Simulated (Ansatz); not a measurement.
C₂H₆OSSi (`COC([SiH3])=S`), relaxed with RKS PBE0-D4/def2-TZVP in Ansatz from a PBE-D4/def2-SVP geometry. The force threshold is 0.005 eV/Å; the program also tests the step.

Total charge 0; spin multiplicity 1.

Start:

```xyz
11

C     0.583   -1.489   -0.631
O     1.401   -0.402   -0.179
C     0.828    0.715    0.296
Si   -1.062    1.053    0.449
S     1.761    1.965    0.820
H     1.282   -2.276   -0.965
H    -0.060   -1.184   -1.483
H    -0.053   -1.885    0.188
H    -1.957   -0.065   -0.032
H    -1.365    2.275   -0.365
H    -1.357    1.293    1.900
```

Task: How much energy does the relaxation release, and in how many steps? (Estimate.)

Result: The calculation gave: 4.93 kJ/mol, in 5 steps.

Task: Which bonds change most? (Best estimate.)

Result: The calculation gave: C3–S5 from 1.646 to 1.625 Å; Si4–H9 from 1.511 to 1.491 Å; Si4–H10 from 1.499 to 1.480 Å; Si4–H11 from 1.500 to 1.480 Å.

Task: Give the relaxed structure. (Best estimate.)

Result: Ansatz gave: 
```xyz
11

C     0.570   -1.473   -0.624
O     1.391   -0.399   -0.176
C     0.819    0.702    0.291
Si   -1.052    1.042    0.445
S     1.726    1.946    0.811
H     1.256   -2.250   -0.953
H    -0.059   -1.161   -1.461
H    -0.054   -1.853    0.187
H    -1.920   -0.072   -0.033
H    -1.343    2.245   -0.366
H    -1.334    1.273    1.879
```
